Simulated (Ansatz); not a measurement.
**Molecular dynamics of FH8N4Ta**

Input:

```yaml
crystal:
  periodic: [false, false, false]
  atoms:
    - { symbol: Ta, position_ang: [-0.096682, 0.267674, -0.002634] }
    - { symbol: "N", position_ang: [1.848978, 0.786949, 0.065492] }
    - { symbol: H, position_ang: [2.636521, 0.178326, 0.20201] }
    - { symbol: H, position_ang: [2.177868, 1.726617, -0.067823] }
    - { symbol: "N", position_ang: [0.096034, -0.584323, 1.799183] }
    - { symbol: H, position_ang: [-0.571821, -1.248186, 2.147138] }
    - { symbol: H, position_ang: [0.888684, -0.505623, 2.406561] }
    - { symbol: "N", position_ang: [0.134083, -0.597342, -1.790455] }
    - { symbol: H, position_ang: [-0.543007, -1.241191, -2.158155] }
    - { symbol: H, position_ang: [0.967028, -0.581176, -2.347025] }
    - { symbol: "N", position_ang: [-0.805247, 2.118265, -0.070191] }
    - { symbol: H, position_ang: [-0.997975, 2.693796, 0.730885] }
    - { symbol: H, position_ang: [-1.159102, 2.560055, -0.900827] }
    - { symbol: F, position_ang: [-1.770364, -0.71554, -0.014159] }
basis:
  gaussian: { orbitals: def2-SVP }
hamiltonian:
  xc: hf
md:
  timestep: 0.5
  n_steps: 300
  ensemble: nvt_langevin
  temperature: 500.0
  initial_velocities: maxwell_boltzmann
  seed: 231450
  friction: 0.01
```

Launched with:

```bash
$ ansatz run input.yaml --threads 2 --pin off --max-ram 3072MiB --backend cpu --events-out ev --progress --plain --runs-dir out
```

It starts from a relaxed structure.

Output, in part (one step line in 11, the closing report, with atoms numbered from 0):

```
md step     0: t =     0.00 fs  T =   464.3 K  F+E_penalty+E_count = -10291.81504332 eV  E_kin = 0.840190 eV  (40 SCF iters)
md step    11: t =     5.50 fs  T =   364.2 K  F+E_penalty+E_count = -10291.62842869 eV  E_kin = 0.659029 eV  (40 SCF iters)
md step    22: t =    11.00 fs  T =   291.2 K  F+E_penalty+E_count = -10291.33552968 eV  E_kin = 0.527017 eV  (41 SCF iters)
md step    33: t =    16.50 fs  T =   218.9 K  F+E_penalty+E_count = -10291.20462582 eV  E_kin = 0.396169 eV  (41 SCF iters)
md step    44: t =    22.00 fs  T =   256.8 K  F+E_penalty+E_count = -10291.24016897 eV  E_kin = 0.464736 eV  (41 SCF iters)
md step    55: t =    27.50 fs  T =   250.3 K  F+E_penalty+E_count = -10291.24810845 eV  E_kin = 0.452995 eV  (41 SCF iters)
md step    66: t =    33.00 fs  T =   286.3 K  F+E_penalty+E_count = -10291.28440616 eV  E_kin = 0.518026 eV  (40 SCF iters)
md step    77: t =    38.50 fs  T =   407.8 K  F+E_penalty+E_count = -10291.31529388 eV  E_kin = 0.737968 eV  (40 SCF iters)
md step    88: t =    44.00 fs  T =   425.8 K  F+E_penalty+E_count = -10291.19444542 eV  E_kin = 0.770519 eV  (41 SCF iters)
md step    99: t =    49.50 fs  T =   421.7 K  F+E_penalty+E_count = -10291.10781869 eV  E_kin = 0.763107 eV  (41 SCF iters)
md step   110: t =    55.00 fs  T =   515.6 K  F+E_penalty+E_count = -10291.11906101 eV  E_kin = 0.933057 eV  (42 SCF iters)
md step   121: t =    60.50 fs  T =   548.7 K  F+E_penalty+E_count = -10291.20110431 eV  E_kin = 0.992867 eV  (40 SCF iters)
md step   132: t =    66.00 fs  T =   410.8 K  F+E_penalty+E_count = -10291.16555395 eV  E_kin = 0.743464 eV  (41 SCF iters)
md step   143: t =    71.50 fs  T =   407.1 K  F+E_penalty+E_count = -10291.04466192 eV  E_kin = 0.736786 eV  (41 SCF iters)
md step   154: t =    77.00 fs  T =   427.3 K  F+E_penalty+E_count = -10291.01482929 eV  E_kin = 0.773197 eV  (39 SCF iters)
md step   165: t =    82.50 fs  T =   545.9 K  F+E_penalty+E_count = -10291.10509605 eV  E_kin = 0.987838 eV  (41 SCF iters)
md step   176: t =    88.00 fs  T =   651.5 K  F+E_penalty+E_count = -10291.20954764 eV  E_kin = 1.178897 eV  (40 SCF iters)
md step   187: t =    93.50 fs  T =   760.3 K  F+E_penalty+E_count = -10291.13002024 eV  E_kin = 1.375798 eV  (40 SCF iters)
md step   198: t =    99.00 fs  T =   584.5 K  F+E_penalty+E_count = -10290.87485334 eV  E_kin = 1.057703 eV  (40 SCF iters)
md step   209: t =   104.50 fs  T =   476.3 K  F+E_penalty+E_count = -10290.80113540 eV  E_kin = 0.862009 eV  (39 SCF iters)
md step   220: t =   110.00 fs  T =   657.3 K  F+E_penalty+E_count = -10291.04388977 eV  E_kin = 1.189504 eV  (41 SCF iters)
md step   231: t =   115.50 fs  T =   714.8 K  F+E_penalty+E_count = -10291.28219589 eV  E_kin = 1.293460 eV  (40 SCF iters)
md step   242: t =   121.00 fs  T =   616.6 K  F+E_penalty+E_count = -10291.16093735 eV  E_kin = 1.115828 eV  (41 SCF iters)
md step   253: t =   126.50 fs  T =   571.7 K  F+E_penalty+E_count = -10290.90719440 eV  E_kin = 1.034644 eV  (41 SCF iters)
md step   264: t =   132.00 fs  T =   427.7 K  F+E_penalty+E_count = -10290.84336257 eV  E_kin = 0.773985 eV  (41 SCF iters)
md step   275: t =   137.50 fs  T =   477.6 K  F+E_penalty+E_count = -10290.95621844 eV  E_kin = 0.864363 eV  (41 SCF iters)
md step   286: t =   143.00 fs  T =   529.6 K  F+E_penalty+E_count = -10290.98608569 eV  E_kin = 0.958404 eV  (40 SCF iters)
md step   297: t =   148.50 fs  T =   507.5 K  F+E_penalty+E_count = -10290.91899566 eV  E_kin = 0.918477 eV  (40 SCF iters)
md step   300: t =   150.00 fs  T =   513.6 K  F+E_penalty+E_count = -10290.95101251 eV  E_kin = 0.929366 eV  (41 SCF iters)
Total energy: -10290.95101251 eV, -378.1854742528 hartree
Atom 0 at    -0.058594     0.057806     0.189449 Å, force     0.884906    -0.776196    -0.984755 eV/Å
Atom 1 at     1.724366     1.088370     0.403784 Å, force    -3.504006     1.831673    -2.268684 eV/Å
Atom 2 at     1.661421     2.065640     0.000569 Å, force     0.488051    -2.003111     1.032723 eV/Å
Atom 3 at     2.614360     0.901518     0.710731 Å, force     2.292672    -0.566044     0.720166 eV/Å
Atom 4 at     0.467615    -1.180108     1.637707 Å, force    -3.327864    -1.248930     0.122231 eV/Å
Atom 5 at    -0.219046    -1.908987     1.921170 Å, force     0.537027     1.125734    -0.528346 eV/Å
Atom 6 at     1.297176    -1.526805     1.983464 Å, force     2.354904    -0.171626     0.680505 eV/Å
Atom 7 at     0.282073    -0.745782    -1.657734 Å, force     0.540567     0.700255     0.306883 eV/Å
Atom 8 at    -0.221604    -1.261079    -2.371635 Å, force     0.042287     0.418857     0.631123 eV/Å
Atom 9 at     1.220467    -0.534363    -1.970668 Å, force    -0.272433    -0.292618    -0.239310 eV/Å
Atom 10 at    -0.828360     1.794647     0.673615 Å, force    -0.679487     0.658279     0.151039 eV/Å
Atom 11 at    -1.776785     2.088874     0.495592 Å, force     0.298062     0.022901     0.301660 eV/Å
Atom 12 at    -0.361511     2.271300     1.424374 Å, force    -0.321751     0.479275    -0.187618 eV/Å
Atom 13 at    -1.920412    -0.459784    -0.074829 Å, force     0.667064    -0.178448     0.262382 eV/Å
Dipole moment:     0.535146     0.050702     0.149214 e Å
```

The run went to its last step. The mean temperature of the second half is 12 % above the set value. A run of 0.15 ps of so small a system gives no equilibrium averages.

The same pairs are bonded in the first frame and the last. Pairs count as bonded within 1.25 times the sum of covalent radii (0.12 Å more for H–H).

Last frame:

```xyz
14
Properties=species:S:1:pos:R:3
Ta -0.059 0.058 0.189
N 1.724 1.088 0.404
H 1.661 2.066 0.001
H 2.614 0.901 0.711
N 0.468 -1.180 1.638
H -0.219 -1.909 1.921
H 1.297 -1.527 1.984
N 0.282 -0.746 -1.658
H -0.222 -1.261 -2.372
H 1.220 -0.534 -1.971
N -0.828 1.795 0.674
H -1.777 2.089 0.496
H -0.361 2.271 1.424
F -1.920 -0.460 -0.075
```

The run took 16 min on 2 threads of Arm Neoverse V1 (shared host), peak memory 0.39 GiB.
